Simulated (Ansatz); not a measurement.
Species: [Nb(F)2(NH2)3] (charge 0, multiplicity 1).

### Question
Give a relaxed geometry from r2SCAN-D4/def2-SVP (Ansatz, a quantum-chemistry and plane-wave program).

### Answer
Several could match; the one computed here: the end point of this relaxation, one of several conformers.
Cartesian coordinates (Å) in one orientation:
```xyz
12

Nb    -0.129     0.013     0.075
F      0.930     0.682     1.476
F     -1.188    -0.656    -1.327
N     -0.381     1.859    -0.616
H      0.016     2.695    -0.192
H     -0.924     2.099    -1.444
N     -1.408    -0.736     1.400
H     -2.252    -1.253     1.161
H     -1.309    -0.654     2.410
N      1.402    -1.086    -0.559
H      1.376    -1.702    -1.369
H      2.319    -1.108    -0.118
```
